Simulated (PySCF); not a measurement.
Mayer bond orders and bond lengths

C₄H₉FOSi.
Atom-mapped SMILES: `[CH3:1][O:2][SiH2:3]/[C:4]([CH3:5])=[CH:6]\[F:7]` (hydrogens: H8, H9, H10 on C1; H11, H12 on Si3; H13, H14, H15 on C5; H16 on C6)

Geometry (GFN2-xTB, Å), atoms numbered from 1 in this order:
```
atom  x, y, z in Å
C1     2.556    1.050    0.410
O2     1.228    0.638    0.322
Si3    0.611   -0.495   -0.663
C4    -1.210   -0.465   -0.172
C5    -1.699    0.435    0.916
C6    -2.053   -1.260   -0.806
F7    -1.643   -2.087   -1.794
H8     2.894    1.474   -0.538
H9     3.208    0.211    0.663
H10    2.626    1.808    1.190
H11    1.217   -1.807   -0.411
H12    0.800   -0.143   -2.074
H13   -1.177    0.208    1.843
H14   -1.479    1.470    0.665
H15   -2.771    0.324    1.073
H16   -3.117   -1.352   -0.635
```

Bond orders from the PBE0/pcSseg-1 density (PySCF). One conformer (not necessarily the lowest) at the GFN2-xTB geometry, without solvent, vibrations or thermal averaging.

How far do the computed orders between heavy atoms stray from the drawn ones?

The largest departure is 0.166, at Si3–C4 (drawn single, 0.834). Drawn single, order below 0.88: Si3–C4 (0.834).

Give the Mayer order of every bond between heavy atoms, beside its length.

```json
{"bond": "C1–O2", "drawn as": "single", "length (Å)": "1.393", "Mayer order": "0.901"}
{"bond": "O2–Si3", "drawn as": "single", "length (Å)": "1.623", "Mayer order": "0.979"}
{"bond": "Si3–C4", "drawn as": "single", "length (Å)": "1.886", "Mayer order": "0.834"}
{"bond": "C4–C5", "drawn as": "single", "length (Å)": "1.495", "Mayer order": "1.046"}
{"bond": "C4–C6", "drawn as": "double", "length (Å)": "1.320", "Mayer order": "1.871"}
{"bond": "C6–F7", "drawn as": "single", "length (Å)": "1.352", "Mayer order": "0.924"}
```

Bonds between the same two heavy elements. C–C: lowest C4–C5 (1.046, 1.495 Å), highest C4–C6 (1.871, 1.320 Å).

And the bonds to hydrogen?

C–H: 0.95 to 0.98 (7 bonds); H–Si: 0.91 (2 bonds).

Sum the orders of all bonds at each heavy atom with more than one neighbour and set the sums beside the valence in the SMILES.

C1 3.804 (drawn 4), O2 1.880 (drawn 2), Si3 3.632 (drawn 4), C4 3.751 (drawn 4), C5 3.906 (drawn 4), C6 3.773 (drawn 4). Orders between atoms that aren't bonded are not in these sums.

Mayer orders depend on the basis set.

The run behind these numbers computed NMR shieldings as well. Time: 34 s. Hardware: one thread, Arm Neoverse N1 (shared host).
